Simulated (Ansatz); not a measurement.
`C[S][Ga]([Cl])[Cl]` + HI → `[Cl][Ga]([Cl])[I]` + CH₃SH at 298.15 K and 1 bar (ligand exchange at a Ga–S bond).

Computed with Ansatz on PBE0-D4/def2-TZVP structures; ΔE is electronic, products minus reactants. CCSD(T)/CBS adds triple-zeta CCSD(T) − MP2 to the extrapolated MP2 energy (def2 sets, frozen cores). This one scheme is used for every species. Elements past krypton have def2 core potentials. For Ga, I outer-core shells are correlated without core-valence functions, which leaves a few kJ/mol of doubt a bond. Scalar relativity is left out up to krypton. One conformer a species, not always the lowest.

```
             species  CCSD(T)/CBS energy (Eh)  H − E (kJ/mol)  S (J/(mol·K))
`C[S][Ga]([Cl])[Cl]`              -3281.27922           133.8          394.1
                  HI               -298.03592            22.7          206.5
 `[Cl][Ga]([Cl])[I]`              -3141.09973            27.0          354.8
               CH₃SH               -438.22835           133.0          253.2
```

H − E and S are ideal-gas, rigid-rotor, harmonic terms from PBE0-D4/def2-TZVP, for one conformer and one mirror image of each species. 1 Eh = 2625.50 kJ/mol, R = 8.31446 J/(mol·K).

Question: By hand: ΔE, ΔH, ΔS and ΔG.

Answer: ΔE = (-3141.09973) + (-438.22835) − (-3281.27922) − (-298.03592) = -0.01294 Eh = -34.0 kJ/mol. Δ(H − E) = 27.0 + 133.0 − 133.8 − 22.7 = 3.5, so ΔH = -30.5 kJ/mol. ΔS = 354.8 + 253.2 − 394.1 − 206.5 = 7.4 J/(mol·K). ΔG = -30.5 − 298.15 × (7.4)/1000 = -32.7 kJ/mol.

Question: By hand: the equilibrium constant, and the temperature at which ΔG would vanish if ΔH and ΔS stayed fixed.

Answer: log₁₀ K = −ΔG/(RT ln 10) = 5.7. ΔH and −TΔS have one sign here, so there is no such temperature.

The number of gas molecules stays the same, so ΔS is small and ΔH decides. A doubt of 5 kJ/mol in ΔE shifts log₁₀ K by 0.9 here. Other conformers and mirror images would add mixing entropy, several J/(mol·K) or more a flexible species. Modes under 60 cm⁻¹, often nearly free rotors, make the harmonic entropy too high. These are equilibria of isolated gas molecules and say nothing of rates. Largest T1 diagnostic: 0.011 (customary marks: 0.02 for closed shells, 0.045 for open ones).

ΔS is within the doubt of such terms, so its sign, and with it that verdict, could turn.
